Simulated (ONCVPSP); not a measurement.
## u(r) = r·R(r): atom against pseudo-atom (Al)

Columns: radius, all-electron u(r) and pseudo u(r) of the 3s shell (level -8.27 eV) of aluminium in the configuration [Ne] 3s1.5 3p1.5; LDA (Perdew-Wang 92), scalar-relativistic, ONCV scheme, ONCVPSP 4.0.1.

| r (bohr) | all-electron | pseudo |
| --- | --- | --- |
| 0.098 | 0.1268 | 0.0088 |
| 0.195 | -0.0717 | 0.0195 |
| 0.292 | -0.2345 | 0.0340 |
| 0.390 | -0.3029 | 0.0541 |
| 0.488 | -0.2904 | 0.0807 |
| 0.585 | -0.2258 | 0.1138 |
| 0.682 | -0.1320 | 0.1537 |
| 0.780 | -0.0242 | 0.2000 |
| 0.878 | 0.0857 | 0.2514 |
| 0.975 | 0.1899 | 0.3055 |
| 1.072 | 0.2855 | 0.3611 |
| 1.170 | 0.3712 | 0.4168 |
| 1.268 | 0.4453 | 0.4703 |
| 1.365 | 0.5072 | 0.5192 |
| 1.463 | 0.5586 | 0.5632 |
| 1.560 | 0.5991 | 0.6004 |
| 1.658 | 0.6306 | 0.6307 |
| 1.755 | 0.6533 | 0.6533 |
| 1.852 | 0.6684 | 0.6684 |
| 1.950 | 0.6770 | 0.6770 |
| 2.047 | 0.6796 | 0.6796 |
| 2.145 | 0.6771 | 0.6771 |
| 2.242 | 0.6704 | 0.6704 |
| 2.340 | 0.6600 | 0.6600 |
| 2.438 | 0.6466 | 0.6466 |
| 2.535 | 0.6309 | 0.6309 |

(1) How many radial nodes do the two functions have?

(2) At about which radius was the pseudo-wave matched?

(3) Where does each function peak?

(4) Is the pseudo-wave norm-conserving?

## Answers

(1) The all-electron 3s function has n − l − 1 = 2; the pseudo-wave has 0, since the states of the same l below it are removed with the core.

(2) 1.75 bohr, where the columns begin to agree (steps of 0.10 bohr).

(3) Outermost all-electron maximum near 2.05 bohr, pseudo maximum near 2.05 bohr (to the table’s step).

(4) Yes: the ONCV scheme keeps the norm inside the radius equal to the all-electron one, which fixes the energy derivative of the logarithmic derivative at the level.
